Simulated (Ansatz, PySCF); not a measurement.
Spin states of BrOTa (SMILES [O]=[Ta][Br]), each relaxed with B3LYP-D3(BJ)/def2-TZVP.
State 1 (charge 0, multiplicity 3):
```xyz
3

Ta     0.53234    -0.32176     0.39603
O      1.23829    -0.10242    -1.14837
Br    -1.80380     0.47155     0.68202
```
State 2 (charge 0, multiplicity 1):
```xyz
3

Ta     0.5579    -0.3479     0.4484
O      1.1303    -0.0679    -1.1284
Br    -1.7213     0.4631     0.6097
```

Singlets are restricted, other states unrestricted; no spin–orbit coupling, no relativity up to Kr; see below for the cores. The largest T1 diagnostic is 0.029.

Correlated levels freeze the inner cores; with def2 sets outer-core shells near the valence are correlated too. CBS(a, b) extrapolates the correlation energy as X⁻³ and adds the Hartree–Fock energy of set b.

Programs: Ansatz (Gaussian orbitals); PySCF for the dispersion terms. Values without a source in brackets are computed. In def2 rows elements past Kr take small-core potentials, without spin–orbit coupling.

Q: Give the energy of the multiplicity-1 state less that of the multiplicity-3 state at the level PBE-D3(BJ)/def2-TZVPP.

A: 5.3 kcal/mol

Q: Give the energy of the multiplicity-1 state less that of the multiplicity-3 state at the level CCSD/def2-TZVPP.

A: 4.2 kcal/mol

Q: Give the energy of the multiplicity-1 state less that of the multiplicity-3 state at the level CCSD(T)/CBS(def2-TZVPP, def2-QZVPP).

A: -0.9 kcal/mol

Doubts at one or more of the structures used: a restricted determinant that unrestricted orbitals would lower (CCSD/def2-TZVPP, CCSD(T)/CBS(def2-TZVPP, def2-QZVPP)).

Ansatz is a quantum-chemistry and plane-wave program.
